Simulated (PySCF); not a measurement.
Constitutional and geometric isomers with formula H6OSi3. All species are isolated molecules in the gas phase. One relaxed conformer stands for each flexible species; it need not be the lowest. Strings in code marks are SMILES. Quantity: electronic energy of isomers of H6OSi3 relative to `O1[SiH2][SiH2][SiH2]1`. Level 1: PBE-D3(BJ)/def2-TZVP // r2SCAN-D4/def2-TZVP (PySCF). Level 2: r2SCAN-D4/def2-TZVP (PySCF).

```json
[
 {"case": "`[SiH3][Si@@H]1O[SiH2]1`", "level 1 (kcal/mol)": "24.9", "level 2 (kcal/mol)": "26.2"},
 {"case": "`[SiH2]=[SiH]O[SiH3]` (Si–Si–O–Si torsion 24°)", "level 1 (kcal/mol)": "28.0", "level 2 (kcal/mol)": "29.0"},
 {"case": "`O=[SiH][SiH2][SiH3]` (O–Si–Si–Si torsion 8°)", "level 1 (kcal/mol)": "39.2", "level 2 (kcal/mol)": "43.9"},
 {"case": "`O=[Si]([SiH3])[SiH3]`", "level 1 (kcal/mol)": "39.6", "level 2 (kcal/mol)": "44.8"},
 {"case": "`O/[SiH]=[SiH]\\[SiH3]` (H–O–Si–Si torsion 156°)", "level 1 (kcal/mol)": "41.5", "level 2 (kcal/mol)": "46.8"},
 {"case": "`O[Si](=[SiH2])[SiH3]` (H–O–Si–Si torsion 29°)", "level 1 (kcal/mol)": "43.3", "level 2 (kcal/mol)": "withheld"},
 {"case": "`O[SiH2][SiH]=[SiH2]` (H–O–Si–Si torsion 169°, O–Si–Si–Si torsion -23°)", "level 1 (kcal/mol)": "44.0", "level 2 (kcal/mol)": "48.0"}
]
```

Problem. Fit level 2 = a + b·x to the 6 complete rows by least squares, with x = level 1 in kcal/mol. Give a, b and the rms residual, and predict the withheld value.

Solution. Means of the 6 rows: x̄ = 36.2, ȳ = 39.783 kcal/mol. Σ(x − x̄)² = 304.42 and Σ(x − x̄)(y − ȳ) = 372.6, so b = 1.224 and a = ȳ − b·x̄ = -4.53 kcal/mol. The rms residual is 0.77 kcal/mol. At x = 43.3 the line gives 48.5 kcal/mol. The run for `O[Si](=[SiH2])[SiH3]` (H–O–Si–Si torsion 29°) gave 48.8 kcal/mol, so the line is off by 0.3 kcal/mol, within twice the rms residual.

Codes: PySCF.
